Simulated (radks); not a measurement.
Excited configurations of Er IV: one electron is placed in a higher orbital outside [Xe] 4f10. The ground configuration is [Xe] 4f11. Method: non-relativistic Kohn-Sham, r2SCAN, spin-polarised, spherical densities, point nucleus; open shells are filled with parallel spins first (spin-orbit coupling, left out, can overturn this in heavy ions); meta-GGA in the generalised Kohn-Sham scheme; relativity is left out, which matters for an element this heavy; computed with a radial shooting solver on a logarithmic mesh with Libxc functionals. Excitation = E - E(ground); binding = E(ion) - E, where the ion is the core of charge +4; n* = 4/sqrt(2 binding) in atomic units, and the quantum defect is n - n*.

outer orbital,excitation (eV),binding (eV),n*,eigenvalue (eV),<r> (bohr)
5f,34.558,13.964,3.948,-11.782,4.201
6s,20.408,28.114,2.783,-25.368,3.028
6p,25.505,23.017,3.075,-20.605,3.460
6f,39.379,9.143,4.879,-7.972,7.405
7s,33.375,15.147,3.791,-13.663,5.513
7p,35.508,13.014,4.090,-11.722,6.185
7d,38.724,9.798,4.714,-8.730,7.764
7f,42.133,6.389,5.837,-5.655,11.37

The Delta-SCF ionisation energy is 48.522 eV (NIST Atomic Spectra Database: 42.42 eV, semi-empirical). Self-interaction in the functional shifts the binding energies and quantum defects, so they are the method's values and not measured ones. Relativity is left out here, which matters for elements this heavy. Open shells are spherical and high-spin; term and fine-structure splittings are not resolved.
